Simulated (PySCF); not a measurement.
**Relaxation of triplet [VS2]-**

All numbers come from PySCF, UPBE0, basis V def2-TZVPD, S def2-TZVPD (no relativity, density fitting). A (50,194) grid was used.

A hand-made bent start, of C2v symmetry, held to at least that symmetry:

Coordinates in bohr (charge -1 multiplicity 3):
```
V     0.0000    0.0000   -1.2428
S     3.1889    0.0000    0.9901
S    -3.1889    0.0000    0.9901
```

At each step, columns x, y, z (Å) and Fx, Fy, Fz (eV/Å):

```
step 0  E − E(last) = 21.94 kJ/mol
V    0.000   0.000  -0.658   0.000   0.000   0.107
S    1.688   0.000   0.524   0.875   0.000  -0.053
S   -1.688   0.000   0.524  -0.875   0.000  -0.053
step 1  E − E(last) = 12.07 kJ/mol
V    0.000   0.000  -0.613   0.000   0.000   0.283
S    1.753   0.000   0.502   0.490   0.000  -0.142
S   -1.753   0.000   0.502  -0.490   0.000  -0.142
step 2  E − E(last) = 2.25 kJ/mol
V    0.000   0.000  -0.513   0.000   0.000   0.457
S    1.878   0.000   0.451  -0.119   0.000  -0.229
S   -1.878   0.000   0.451   0.119   0.000  -0.229
step 3  E − E(last) = 0.78 kJ/mol
V    0.000   0.000  -0.466   0.000   0.000   0.348
S    1.919   0.000   0.428  -0.196   0.000  -0.174
S   -1.919   0.000   0.428   0.196   0.000  -0.174
step 4  E − E(last) = 0.13 kJ/mol
V    0.000   0.000  -0.432   0.000   0.000   0.148
S    1.937   0.000   0.411  -0.107   0.000  -0.074
S   -1.937   0.000   0.411   0.107   0.000  -0.074
step 5  E − E(last) = 0.00 kJ/mol
V    0.000   0.000  -0.419   0.000   0.000   0.018
S    1.940   0.000   0.404  -0.012   0.000  -0.009
S   -1.940   0.000   0.404   0.012   0.000  -0.009
step 6  E − E(last) = 0.00 kJ/mol
V    0.000   0.000  -0.416   0.000   0.000   0.000
S    1.941   0.000   0.403   0.001   0.000   0.000
S   -1.941   0.000   0.403  -0.001   0.000   0.000
```

It ends at C2v with V–S 2.107 Å (×2); S–V–S 134.2°. A frequency run shows a minimum. Other isomers or separated fragments may lie lower.

Open d and f shells are described by one determinant, and the ground state may have another occupation or spin.

The relaxation took about 2.9 core-minutes on a shared host.
